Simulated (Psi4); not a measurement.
tert-butanol (C₄H₁₀O), singlet, at a GFN2-xTB geometry; M06-2X/3-21G in Psi4.

Input for Psi4:
```
memory 2 GB

molecule {
0 1
C    -0.09595435   -1.37900221   -0.63235794
C    -0.00858858    0.00214056    0.02848589
C    -0.50866758    1.07957765   -0.94154145
C     1.42871705    0.29720240    0.45618667
O    -0.78289461    0.02189772    1.21917324
H     0.54676794   -1.42221073   -1.50718596
H     0.21686821   -2.14623198    0.07195239
H    -1.11835375   -1.59064795   -0.94283205
H    -0.48794541    2.05242328   -0.45605771
H     0.12084258    1.11507526   -1.82626732
H    -1.53138047    0.86979942   -1.25225042
H     2.08967227    0.29979049   -0.40550846
H     1.76209921   -0.45800822    1.16245756
H     1.47267483    1.26612584    0.94563571
H    -1.70112776   -0.16080754    0.99203142
}

set {
  basis 3-21g
  damping_percentage 20
}

energy('m06-2x')
print_variables()
```

It wrote (shortened):

```
   => Loading Basis Set <=

    Name: 3-21G
    Role: ORBITAL
    Keyword: BASIS

         ---------------------------------------------------------
                                   SCF
               by Justin Turney, Rob Parrish, Andy Simmonett
                          and Daniel G. A. Smith
                              RKS Reference
         ---------------------------------------------------------

  ==> Geometry <==

    Molecular point group: c1
    Full point group: C1

    Geometry (in Angstrom), charge = 0, multiplicity = 1:

       Center              X                  Y                   Z               Mass
    ------------   -----------------  -----------------  -----------------  -----------------
         C           -0.077656021592    -1.381340625813    -0.675378161084    12.000000000000
         C            0.009709748408    -0.000197855813    -0.014534331084    12.000000000000
         C           -0.490369251592     1.077239234187    -0.984561671084    12.000000000000
         C            1.447015378408     0.294863984187     0.413166448916    12.000000000000
         O           -0.764596281592     0.019559304187     1.176153018916    15.994914619570
         H            0.565066268408    -1.424549145813    -1.550206181084     1.007825032230
         H            0.235166538408    -2.148570395813     0.028932168916     1.007825032230
         H           -1.100055421592    -1.592986365813    -0.985852271084     1.007825032230
         H           -0.469647081592     2.050084864187    -0.499077931084     1.007825032230
         H            0.139140908408     1.112736844187    -1.869287541084     1.007825032230
         H           -1.513082141592     0.867461004187    -1.295270641084     1.007825032230
         H            2.107970598408     0.297452074187    -0.448528681084     1.007825032230
         H            1.780397538408    -0.460346635813     1.119437338916     1.007825032230
         H            1.490973158408     1.263787424187     0.902615488916     1.007825032230
         H           -1.682829431592    -0.163145955813     0.949011198916     1.007825032230

  Running in c1 symmetry.

  Rotational constants: A =      0.15772  B =      0.15648  C =      0.15133 [cm^-1]
  Rotational constants: A =   4728.40049  B =   4691.21692  C =   4536.90634 [MHz]
  Nuclear repulsion =  199.913293728974025

  Charge       = 0
  Multiplicity = 1
  Electrons    = 42
  Nalpha       = 21
  Nbeta        = 21

  ==> Algorithm <==

  SCF Algorithm Type is DF.
  DIIS enabled.
  MOM disabled.
  Fractional occupation disabled.
  Guess Type is SAD.
  Energy threshold   = 1.00e-06
  Density threshold  = 1.00e-06
  Integral threshold = 1.00e-12

  ==> Primary Basis <==

  Basis Set: 3-21G
    Blend: 3-21G
    Number of shells: 45
    Number of basis functions: 65
    Number of Cartesian functions: 65
    Spherical Harmonics?: false
    Max angular momentum: 1

  ==> DFT Potential <==

   => LibXC <=

    Version 7.1.2
    S. Lehtola, C. Steigemann, M. J. T. Oliveira, and M. A. L. Marques,  SoftwareX 7, 1–5 (2018) (10.1016/j.softx.2017.11.002)

   => Composite Functional: M06-2X <=

    Hybrid M06-2X Meta-GGA XC Functional  (10.1007/s00214-007-0310-x)
    Y. Zhao and D. G. Truhlar,  Theor. Chem. Acc., 120, 215, 2008

    Deriv               =              1
    GGA                 =           TRUE
    Meta                =           TRUE

    Exchange Hybrid     =           TRUE
    MP2 Hybrid          =          FALSE

   => Exchange Functionals <=

    1.0000   XC_HYB_MGGA_X_M06_2X

   => Exact (HF) Exchange <=

    0.5400               HF

   => Correlation Functionals <=

    1.0000   XC_MGGA_C_M06_2X

   => LibXC Density Thresholds  <==

    XC_MGGA_C_M06_2X:  1.00E-12
    XC_HYB_MGGA_X_M06_2X:  1.00E-15

   => Molecular Quadrature <=

    Radial Scheme          =       TREUTLER
    Pruning Scheme         =           NONE
    Nuclear Scheme         =       TREUTLER

    Blocking Scheme        =         OCTREE
    BS radius alpha        =              1
    Pruning alpha          =              1
    Radial Points          =             75
    Spherical Points       =            302
    Total Points           =         316054
    Total Blocks           =           2363
    Max Points             =            256
    Max Functions          =             63
    Weights Tolerance      =       1.00E-15

   => Loading Basis Set <=

    Name: (3-21G AUX)
    Role: JKFIT
    Keyword: DF_BASIS_SCF

  ==> Integral Setup <==

  SCF_SUBTYPE=INCORE selected. In-core MEM_DF algorithm will be used.
  Using in-core AOs.

  ==> MemDFJK: Density-Fitted J/K Matrices <==

    J tasked:                   Yes
    K tasked:                   Yes
    wK tasked:                   No
    Algorithm:                 Core
    Schwarz Cutoff:           1E-12
    Mask sparsity (%):       0.7101
    Fitting Condition:        1E-10

   => Auxiliary Basis Set <=

  Basis Set: (3-21G AUX)
    Blend: DEF2-UNIVERSAL-JKFIT
    Number of shells: 185
    Number of basis functions: 649
    Number of Cartesian functions: 649
    Spherical Harmonics?: false
    Max angular momentum: 4

  Minimum eigenvalue in the overlap matrix is 1.0364719984E-02.
  Reciprocal condition number of the overlap matrix is 2.1829733588E-03.
    Using symmetric orthogonalization.

  ==> Pre-Iterations <==

  SCF Guess: Superposition of Atomic Densities via on-the-fly atomic UHF (no occupation information).

   -------------------------
    Irrep   Nso     Nmo
   -------------------------
     A         65      65
   -------------------------
    Total      65      65
   -------------------------

  ==> Iterations <==

                           Total Energy        Delta E     RMS |[F,P]|

   @DF-RKS iter SAD:  -231.55488382862944   -2.31555e+02   0.00000e+00
   @DF-RKS iter   1:  -232.04304581886765   -4.88162e-01   1.06362e-02 ADIIS/DIIS
   @DF-RKS iter   2:  -232.12859045613311   -8.55446e-02   8.72649e-03 ADIIS/DIIS/DAMP=20%
   @DF-RKS iter   3:  -231.71422509758801    4.14365e-01   8.22854e-04 ADIIS/DIIS/DAMP=20%
   @DF-RKS iter   4:  -232.21963573992903   -5.05411e-01   1.01124e-03 ADIIS/DIIS/DAMP=20%
   @DF-RKS iter   5:  -232.24719167481643   -2.75559e-02   5.46720e-04 ADIIS/DIIS/DAMP=20%
   @DF-RKS iter   6:  -232.24071438165117    6.47729e-03   9.75465e-05 DIIS/DAMP=20%
   @DF-RKS iter   7:  -232.26996979480026   -2.92554e-02   6.47052e-05 DIIS/DAMP=20%
   @DF-RKS iter   8:  -232.27294904635096   -2.97925e-03   3.96330e-05 DIIS/DAMP=20%
   @DF-RKS iter   9:  -232.27329169567767   -3.42649e-04   1.54879e-05 DIIS/DAMP=20%
   @DF-RKS iter  10:  -232.27413704632318   -8.45351e-04   4.43956e-06 DIIS/DAMP=20%
   @DF-RKS iter  11:  -232.27479319045358   -6.56144e-04   2.11850e-06 DIIS/DAMP=20%
   @DF-RKS iter  12:  -232.27492324517868   -1.30055e-04   7.52529e-07 DIIS/DAMP=20%
   @DF-RKS iter  13:  -232.27498534750279   -6.21023e-05   1.22724e-07 DIIS/DAMP=20%
   @DF-RKS iter  14:  -232.27503151433655   -4.61668e-05   1.05580e-07 DIIS/DAMP=20%
   @DF-RKS iter  15:  -232.27503227187040   -7.57534e-07   2.03198e-08 DIIS/DAMP=20%
  Energy and wave function converged.

  ==> Post-Iterations <==

   Electrons on quadrature grid:
      Ntotal   =   41.9999723505 ; deviation = -2.765e-05

    Orbital Energies [Eh]
    ---------------------

    Doubly Occupied:

       1A    -19.519799     2A    -10.538221     3A    -10.468758
       4A    -10.468324     5A    -10.463404     6A     -1.139907
       7A     -0.885295     8A     -0.780873     9A     -0.779271
      10A     -0.644928    11A     -0.557359    12A     -0.519505
      13A     -0.516923    14A     -0.472715    15A     -0.461567
      16A     -0.439387    17A     -0.425952    18A     -0.409061
      19A     -0.406109    20A     -0.361222    21A     -0.317671

    Virtual:

      22A      0.132750    23A      0.181337    24A      0.201076
      25A      0.220006    26A      0.232248    27A      0.238622
      28A      0.245989    29A      0.265874    30A      0.273475
      31A      0.292567    32A      0.298361    33A      0.317473
      34A      0.327760    35A      0.356638    36A      0.708769
      37A      0.709662    38A      0.751161    39A      0.797792
      40A      0.816337    41A      0.820980    42A      0.905298
      43A      0.912539    44A      0.922438    45A      1.003701
      46A      1.009666    47A      1.059392    48A      1.128864
      49A      1.130017    50A      1.140454    51A      1.165747
      52A      1.168980    53A      1.192498    54A      1.200139
      55A      1.208388    56A      1.234751    57A      1.243632
      58A      1.576873    59A      1.690413    60A      1.756003
      61A      1.856913    62A      1.992345    63A      2.067782
      64A      2.318612    65A      3.161507

    Final Occupation by Irrep:
              A
    DOCC [    21 ]
    NA   [    21 ]
    NB   [    21 ]

  @DF-RKS Final Energy:  -232.27503227187040

   => Energetics <=

    Nuclear Repulsion Energy =            199.9132937289740255
    One-Electron Energy =                -709.8031334478438339
    Two-Electron Energy =                 293.9610718378376646
    DFT Exchange-Correlation Energy =     -16.3462643908382503
    Empirical Dispersion Energy =           0.0000000000000000
    VV10 Nonlocal Energy =                  0.0000000000000000
    Total Energy =                       -232.2750322718703728

Computation Completed

Properties will be evaluated at   0.000000,   0.000000,   0.000000 [a0]

Properties computed using the SCF density matrix

 Multipole Moments:

 ------------------------------------------------------------------------------------
     Multipole            Electronic (a.u.)      Nuclear  (a.u.)        Total (a.u.)
 ------------------------------------------------------------------------------------

 L = 1.  Multiply by 2.5417464519 to convert [e a0] to [Debye]
 Dipole X            :         -1.7014908            1.4523108           -0.2491799
 Dipole Y            :          0.0710836           -0.1855965           -0.1145129
 Dipole Z            :          2.8364787           -3.4144501           -0.5779714
 Magnitude           :                                                    0.6397303

 ------------------------------------------------------------------------------------

  Variable Map:
  ----------------------------------------------------------------------------
  "CURRENT ENERGY"              =>    -232.275032271870
  "CURRENT REFERENCE ENERGY"    =>    -232.275032271870
  "DD SOLVATION ENERGY"         =>       0.000000000000
  "DFT FUNCTIONAL TOTAL ENERGY" =>    -232.275032271870
  "DFT TOTAL ENERGY"            =>    -232.275032271870
  "DFT VV10 ENERGY"             =>       0.000000000000
  "DFT XC ENERGY"               =>     -16.346264390838
  "GRID ELECTRONS ALPHA"        =>      20.999986175271
  "GRID ELECTRONS BETA"         =>      20.999986175271
  "GRID ELECTRONS TOTAL"        =>      41.999972350541
  "NUCLEAR REPULSION ENERGY"    =>     199.913293728974
  "ONE-ELECTRON ENERGY"         =>    -709.803133447844
  "PCM POLARIZATION ENERGY"     =>       0.000000000000
  "PE ENERGY"                   =>       0.000000000000
  "SCF ITERATION ENERGY"        =>    -232.275032271870
  "SCF ITERATIONS"              =>      15.000000000000
  "SCF TOTAL ENERGY"            =>    -232.275032271870
  "TWO-ELECTRON ENERGY"         =>     293.961071837838
  "XC GRID RADIAL POINTS"       =>      75.000000000000
  "XC GRID SPHERICAL POINTS"    =>     302.000000000000
  "XC GRID TOTAL POINTS"        =>  316054.000000000000

  Array Variable Map:
  ----------------------------------------------------------------------------
  "CURRENT DIPOLE"              =>      -0.249179933063 ... -0.577971427385 1 by 3
  "SCF DIPOLE"                  =>      -0.249179933063 ... -0.577971427385 1 by 3
  "SCF TOTAL ENERGIES"          =>    -231.554883828629 ... -232.275032271870 1 by 16
```
